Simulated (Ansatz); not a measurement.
Calculated with Ansatz (gas phase, PBE0-D4/def2-TZVP geometries, no zero-point term in ΔE). CBS: MP2 limit from def2 TZ/QZ plus the TZ coupled-cluster correction, frozen cores. This one scheme is used for every species. For As outer-core shells are correlated without core-valence functions, which leaves a few kJ/mol of doubt a bond. Scalar relativity is left out up to krypton. One conformer a species, not always the lowest.

Reaction (formal hydrolysis of the As–C bond): `CNC[AsH2]` + H₂O → `O[AsH2]` + `CNC`

```tsv
species	HF/def2-TZVPP energy (Eh)
`CNC[AsH2]`	-2369.06518
H₂O	-76.06237
`O[AsH2]`	-2310.83602
`CNC`	-134.29707
```

Question: Work out ΔE.

Answer: ΔE = (-2310.83602) + (-134.29707) − (-2369.06518) − (-76.06237) = -0.00554 Eh = -0.15 eV. CCSD(T)/CBS gives +0.10 eV.

Largest T1 diagnostic among the species: 0.012.

In def2-TZVPP, CCSD(T) changes the Hartree–Fock value by +0.23 eV (the triples alone add +0.02 eV) and MP2 by +0.28 eV. From PBE to PBE0 (25 % exact exchange), in def2-TZVPP and without D4, ΔE moves by +0.03 eV. The D4 term adds +0.08 eV with B3LYP and +0.05 eV with PBE0; it sums over pairs of atoms, weighted by their polarisabilities, and B3LYP, whose exchange is more repulsive, gets the larger term.

B3LYP here is the variant with VWN-RPA as its local correlation; programs differ in this.
